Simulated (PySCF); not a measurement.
Working out the ionisation energy of Rh⁺

Rh⁺ [Kr] 4d8 (3F) → Rh²⁺ [Kr] 4d7 (4F). Computed with PySCF 2.14 in x2c-TZVPall (8s6p6d1f, 63 functions), with the spin-free X2C one-electron Hamiltonian (Gaussian nucleus). Frozen: [Kr]. Energies in hartree (1 hartree = 27.21139 eV):

| part | Rh⁺ (lower) | Rh²⁺ (upper) |
| --- | --- | --- |
| UHF | -4780.955317 | -4780.361362 |
| MP2 opposite-spin | -0.103015 | -0.066642 |
| MP2 same-spin | -0.062106 | -0.051756 |

Problem. What does Hartree-Fock give?

Solution. (-4780.361362) − (-4780.955317) = 0.593955 hartree = 16.162 eV.

Problem. What do MP2 and SCS-MP2 (6/5 opposite-spin, 1/3 same-spin) give?

Solution. The opposite-spin parts differ by 0.990 eV and the same-spin parts by 0.282 eV. MP2: 16.162 + (0.990) + (0.282) = 17.434 eV. SCS-MP2: 16.162 + 1.2 × (0.990) + (0.282)/3 = 17.444 eV.

Reference: 18.08 eV (semi-empirical (NIST evaluation); NIST Atomic Spectra Database, ionization energies), between the lowest levels; spin-orbit coupling is absent from the calculation.

What remains against the reference includes basis incompleteness, the frozen core and correlation beyond second order.
